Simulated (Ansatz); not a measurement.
Total energies of `[NH2][Ti]([OH])([F])[Cl]`.

```
atom   x (Å)   y (Å)   z (Å)
  N1  -0.468   0.314   1.308
 Ti2   0.215  -0.396  -0.263
  O3   0.360   0.946  -1.400
  F4   1.732  -1.213   0.090
 Cl5  -1.170  -1.930  -1.067
  H6  -0.892   1.228   1.382
  H7  -0.492  -0.174   2.193
  H8   0.716   1.225  -2.243
```

Charge 0, multiplicity 1. Correlated methods include outer-core shells of Ti, which these sets cover unevenly. Scalar relativity is left out up to krypton. Geometry: relaxed with PBE0-D4/def2-TZVP. It is one conformer, not always the lowest. Basis def2-TZVPP, Ansatz 0.2.0.

RPA on PBE orbitals: Hartree–Fock energy of these orbitals -1538.62760 Eh, correlation -2.06107 Eh (frozen core).

| functional | energy without D4 (Eh) | D4 term (kJ/mol) |
| --- | --- | --- |
| LDA (SPW92) | -1536.53299 | – |
| PBE | -1541.02625 | -18.1 |
| revPBE | -1541.40981 | -47.5 |
| BLYP | -1541.66724 | -38.6 |
| r2SCAN | -1541.50520 | -4.4 |
| B97M-V | -1541.26064 | – |
| PBE0 | -1541.05994 | -15.5 |
| B3LYP | -1541.69291 | -29.3 |
| r2SCANh | -1541.47016 | -4.7 |
| r2SCAN0 | -1541.42067 | -5.2 |
| HSE06 (plane-wave form) | -1541.03402 | -14.5 |
| BHLYP | -1541.49894 | -24.2 |
| CAM-B3LYP | -1541.63053 | -15.9 |
| LC-ωPBE | -1541.20913 | – |
| ωB97X-V | -1541.37741 | – |
| ωB97M-V | -1541.49929 | – |
| B2PLYP | -1541.22522 | – |
| PBE-QIDH | -1540.83169 | – |

B3LYP takes the VWN-RPA correlation (the form of Gaussian; ORCA's B3LYP/G). HSE06 is the plane-wave form, built on full-range PBE exchange. The double hybrids freeze the cores in their second-order part.

LC-ωPBE has ω = 0.4 bohr⁻¹.
